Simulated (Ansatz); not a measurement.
Question: Name a neutral molecule of Ge, N, O, Si and H with HOMO–LUMO gap (B3LYP/def2-TZVPP) between 7.40 and 7.70 eV and LUMO energy (B3LYP/def2-TZVPP) between -0.10 and 0.20 eV (Ansatz, PBE0-D4/def2-TZVP geometry).

Answer: `N[SiH2][O][GeH3]` (7.45 eV, 0.03 eV). Other molecules can fit too; these were computed, each in one conformer that needn't be the lowest.

B3LYP here is the variant with VWN-RPA as its local correlation; programs differ in this.
